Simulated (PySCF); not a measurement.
A calculated (r2SCAN, PySCF 2.14, aug-cc-pwCVDZ, the non-relativistic Hamiltonian (point nucleus)) atom or ion has these occupied shells.

```
shell  electrons  orbital energy (eV)  rms radius, mean of both spins (bohr)
 1s α          1              -1540.8                                  0.140
 1s β          1              -1540.6                                  0.140
 2s α          1              -133.15                                  0.681
 2s β          1              -133.08                                  0.681
 2p α          3              -93.374                                  0.673
 2p β          3              -93.204                                  0.673
 3p α          1              -18.846                                   2.72
```

**Question.** Name the element and its charge.

**Answer.** Al²⁺ (aluminium, charge +2), in [Ne] 3p1, 2P determinant (an excited configuration).
